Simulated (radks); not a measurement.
All-electron atom: Cs24+ in [Ar] 3d10 4s2 4p1.

Calculated with a radial shooting solver on a logarithmic mesh with Libxc functionals: scalar-relativistic Kohn-Sham, PBE, spin-polarised, spherical densities, finite nucleus; open shells are filled with parallel spins first (spin-orbit coupling, left out, can overturn this in heavy ions); Fermi nuclear charge, rms radius 4.8041 fm.

Energy parts (eV):
| part | energy |
|---|---|
| total | -204576.69 |
| kinetic | 215903.89 |
| electron-nucleus | -470939.33 |
| Hartree | 54976.80 |
| exchange-correlation | -4518.05 |

Orbitals (lengths in bohr, moments of r in powers of bohr; <r^-3> diverges for s and p1/2; r(max) is where P^2 peaks):
orbital  occ.  eigenvalue (eV)  <r^-3>   r(max)      <r>      <r^2>
1s up       1        -36557.14       -  0.01678  0.02611  0.0009250
1s down     1        -36556.59       -  0.01678  0.02611  0.0009250
2s up       1        -6359.553       -  0.09481   0.1120    0.01478
2s down     1        -6359.253       -  0.09481   0.1120    0.01478
2p up       3        -5784.747    6609  0.07610  0.09802    0.01172
2p down     3        -5784.259    6609  0.07611  0.09802    0.01172
3s up       1        -1870.185       -   0.2705   0.2952    0.09941
3s down     1        -1869.556       -   0.2706   0.2951    0.09934
3p up       3        -1684.694    1330   0.2641   0.2921    0.09871
3p down     3        -1683.986    1330   0.2641   0.2920    0.09862
3d up       5        -1416.926   185.2   0.2171   0.2668    0.08364
3d down     5        -1416.257   185.3   0.2171   0.2667    0.08353
4s up       1        -830.5522       -   0.6006   0.6174     0.4274
4s down     1        -826.6395       -   0.5999   0.6173     0.4275
4p up       1        -762.8572   383.4   0.6159   0.6338     0.4532
4p down     0        -758.9681   383.8   0.6153   0.6339     0.4536

The highest occupied level is 4p up at -762.86 eV. The electron density at the nucleus is 3.071e+05 e/bohr^3 (large components only).
